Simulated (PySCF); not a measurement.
PySCF 2.14 output of an unrestricted BP86 calculation on a single atom or ion in Sapporo-DKH3-DZP-2012, with the spin-free X2C one-electron Hamiltonian (Gaussian nucleus):

```
SCF conv_tol = 1e-09
number electrons alpha = 14  beta = 13
    A. D. Becke.,  Phys. Rev. A 38, 3098 (1988)
    J. P. Perdew.,  Phys. Rev. B 33, 8822 (1986)
cycle= 1 E= -1520.41861921313  delta_E= 0.0609  |g|= 0.588  |ddm|= 0.788
cycle= 2 E= -1520.09975507334  delta_E= 0.319  |g|= 1.53  |ddm|= 1.03
cycle= 3 E= -1520.48650578064  delta_E= -0.387  |g|= 0.22  |ddm|= 0.489
cycle= 4 E= -1520.49633945074  delta_E= -0.00983  |g|= 0.0207  |ddm|= 0.0929
cycle= 5 E= -1520.49666458526  delta_E= -0.000325  |g|= 0.00636  |ddm|= 0.0879
cycle= 6 E= -1520.49689332294  delta_E= -0.000229  |g|= 0.00496  |ddm|= 0.0778
cycle= 7 E= -1520.49717035262  delta_E= -0.000277  |g|= 0.0147  |ddm|= 0.124
cycle= 8 E= -1520.49724263237  delta_E= -7.23e-05  |g|= 0.00326  |ddm|= 0.0192
cycle= 9 E= -1520.49722273016  delta_E= 1.99e-05  |g|= 0.0111  |ddm|= 0.162
cycle= 10 E= -1520.49732460445  delta_E= -0.000102  |g|= 0.00149  |ddm|= 0.0865
cycle= 11 E= -1520.49732644159  delta_E= -1.84e-06  |g|= 0.00104  |ddm|= 0.0159
cycle= 12 E= -1520.49732682848  delta_E= -3.87e-07  |g|= 0.000137  |ddm|= 0.00463
cycle= 13 E= -1520.49732682662  delta_E= 1.85e-09  |g|= 0.000235  |ddm|= 0.00124
cycle= 14 E= -1520.49732683849  delta_E= -1.19e-08  |g|= 4.83e-05  |ddm|= 0.0014
cycle= 15 E= -1520.49732683812  delta_E= 3.75e-10  |g|= 0.000158  |ddm|= 0.00122
cycle= 16 E= -1520.49732649452  delta_E= 3.44e-07  |g|= 0.00207  |ddm|= 0.0157
cycle= 17 E= -1520.49732618763  delta_E= 3.07e-07  |g|= 0.00285  |ddm|= 0.00545
cycle= 18 E= -1520.49732682343  delta_E= -6.36e-07  |g|= 0.000456  |ddm|= 0.0168
cycle= 19 E= -1520.4973268391  delta_E= -1.57e-08  |g|= 0.000114  |ddm|= 0.00402
cycle= 20 E= -1520.49732684003  delta_E= -9.29e-10  |g|= 3.93e-05  |ddm|= 0.00108
cycle= 21 E= -1520.49732684015  delta_E= -1.21e-10  |g|= 5.23e-06  |ddm|= 0.000313
converged SCF energy = -1520.49732684015  <S^2> = 0.84813617  2S+1 = 2.0958399
```

The run itself started from symmetry-adapted Hartree-Fock orbitals and held the occupation by maximum overlap, on a logarithmic radial grid, so the iterations belong to that start.

Q: Which element, charge and spin multiplicity is this?

A: Ni+ (nickel, charge +1), multiplicity 2; the state was [Ar] 3d9, 2D determinant.

⟨S²⟩ = 0.85 against 0.75 shows spin contamination.
